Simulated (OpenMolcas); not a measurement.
# Ho2+: moving or changing the point charges

Ho2+ among 8 point charges of -0.5 e arranged as a cube (Oh), 2.3 Å from the ion.

| Property | Result |
| --- | --- |
| Program | OpenMolcas 26.06 |
| Method | CASSCF |
| Basis | ANO-RCC-VDZP [7s6p4d2f1g] |
| Scalar Hamiltonian | DKH2, point nucleus |
| Active space | 11 electrons in 7 orbitals (4f) |
| State averaging | 2S+1 = 4 odd, 35 roots; 2S+1 = 2 odd, 73 roots kept (CI in the orbitals of an earlier block) |
| Spin-orbit coupling | state interaction with AMFI integrals over the reference wave functions |

Runs around this geometry, states (labels of O, the rotations of Oh). Energies in cm-1 above the lowest state or level, χT in cm3 K/mol.

| R (Å) | Ground state | First state of that spin | First gap with spin-orbit (degeneracies) | Width of lowest J | χT at 300 K |
| --- | --- | --- | --- | --- | --- |
| 2.3 | 4E | 4T2 1.4 | 10.6 (2, 4) | 113 | 11.429 |
| 2.49 | 4E | 4T2 2.3 | 7.3 (2, 4) | 76 | 11.441 |
| 2.62 | 4E | 4T2 2.4 | 5.7 (2, 4) | 58 | 11.444 |

Taking the width of the lowest J multiplet as R^-n, n = -ln(58 / 113) / ln(2.62 / 2.3) = 5.1 between the shortest and longest distance.

High states are left out of the spin-orbit mixing, which shifts the levels that they would mix with. Point charges carry no covalency, so the field is a model and not that of real ligands. A group larger than the point group allows holds several states that coincide in this model. No measured value stands beside these numbers.
